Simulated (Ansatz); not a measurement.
A search over several starts for the lowest SCF solution of NbS2⁺ at the given spin, in a small basis.

```yaml
crystal:
  periodic: [false, false, false]
  atoms:
    - {symbol: Nb, position_ang: [-0.044405, -0.955940, 0.912563]}
    - {symbol: S, position_ang: [-0.301374, 1.161006, 0.243478]}
    - {symbol: S, position_ang: [0.345789, -0.205066, -1.156041]}
basis:
  gaussian: {orbitals: def2-SVP}
total_charge: 1
magnetization: {spin_polarized: true, initial_magnetization: 0}
hamiltonian: {xc: pbe0, dispersion: d4}
output: {orbitals: {seedname: orbitals}}
```

```sh
$ ansatz run in.yaml --threads 4 --pin off --events-out ev --progress --plain --max-ram 3916MiB
```

It prints (some lines left out):

```
Functional definition: PBE0
645 factors; integrals over basis functions are off by at most 1.2e-3 eV
mean field evaluation 1: about -23192.3743 eV, gradient 2.8e1 eV
mean field evaluation 2: about -23170.0092 eV, gradient 7.3e1 eV
mean field evaluation 4: about -23196.2997 eV, gradient 1.1e1 eV
mean field evaluation 8: about -23197.1888 eV, gradient 4.3e-1 eV
mean field evaluation 16: about -23197.2013 eV, gradient 3.2e-3 eV
mean field evaluation 32: about -23197.2593 eV, gradient 4.9e-1 eV
mean field evaluation 64: about -23198.0611 eV, gradient 9.2e-3 eV
mean field -23198.06113950 eV, -852.5130226662 hartree, gradient 9.4e-6 eV, S^2 1.002128; 8 other end points of the search recorded, 0 dependent functions left out
reference -23198.06116971 eV, -852.5130237764 hartree; 22, 22 occupied and 45, 45 virtual orbitals, 645 factors
Total energy: -23198.16159896 eV, -852.5167144830 hartree
```

Hardware: 4 threads of Intel Xeon Platinum 8488C on a shared host. Wall time 6 s.

Other converged states that the search met: 0.86 eV higher (⟨S²⟩ = 0.00).

In the def2 sets Nb takes a core potential; there is no spin–orbit coupling. The unrestricted singlet has broken spin symmetry (⟨S²⟩ up to 1.00). At PBE0-D4/def2-TZVP a triplet of charge 1 lies 0.37 eV below the unrestricted singlet, which stands at the restricted singlet's geometry. The structure comes from a short search, and lower isomers may exist.
